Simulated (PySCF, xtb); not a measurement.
silylsulfanylsilane (H₆SSi₂), SMILES [SiH3]S[SiH3].

Geometry optimised at PBE-D3(BJ)/def2-SVP.

Computed with C-PCM-PBE0/def2-SVP in PySCF 2.14.0.

The values are the electrostatic part of the solvation free energy, E(continuum) − E(gas) at the gas-phase geometry, in a cavity of scaled van der Waals radii (PySCF's table); cavitation and dispersion terms are not included. In vacuum the orbital gap is 7.42 eV. The dipole moment in vacuum is 1.14 D.

Computed values in water (ε = 78.36), ethylethanoate (ε = 5.99), chloroform (ε = 4.71):
```tsv
solvent	ε	ΔG(elec) (kcal/mol)	dipole (D)	gap (eV)
water	78.36	-1.2	1.59	7.57
ethylethanoate	5.99	-1.0	1.50	7.54
chloroform	4.71	-0.9	1.47	7.54
```

For comparison, GFN2-xTB/ALPB(water) (xtb, at the GFN2-xTB geometry, all terms of that model) gives 1.2 kcal/mol.
